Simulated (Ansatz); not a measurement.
Z-matrix (Å, degrees):
```
Si
Si 1 2.349
O 1 1.652 2 113.0
H 1 1.492 2 107.9 3 123.7
H 1 1.483 2 110.1 3 -117.8
Si 2 2.338 1 110.3 3 -179.1
H 2 1.491 1 109.9 3 -60.1
H 2 1.489 1 111.2 3 59.9
H 3 0.958 1 117.8 2 57.6
Cl 6 2.064 2 110.1 1 178.5
H 6 1.485 2 111.3 1 -62.2
H 6 1.485 2 111.3 1 59.3
```

Charge 0, multiplicity 1.

(1) List the B3LYP/def2-TZVPP orbital energies in eV (the Gaussian-basis code of Ansatz). (Estimate.)

Results:

(1) The calculation gave: Occupied: -2762.42, -1799.96, -1799.64, -1798.92, -520.91, -257.18, -196.20, -196.06, -196.06, -144.42, -144.10, -143.53, -99.79, -99.71, -99.70, -99.45, -99.41, -99.40, -98.84, -98.83, -98.83, -27.76, -22.55, -16.11, -15.32, -13.96, -12.70, -10.89, -10.74, -10.64, -10.39, -9.77, -9.63, -9.12, -8.70, -8.40, -7.54. Lowest empty: -1.33, -0.41, -0.24, 0.42, 0.62, 0.73, 1.08, 1.44.

B3LYP here is the variant with VWN-RPA as its local correlation; programs differ in this.
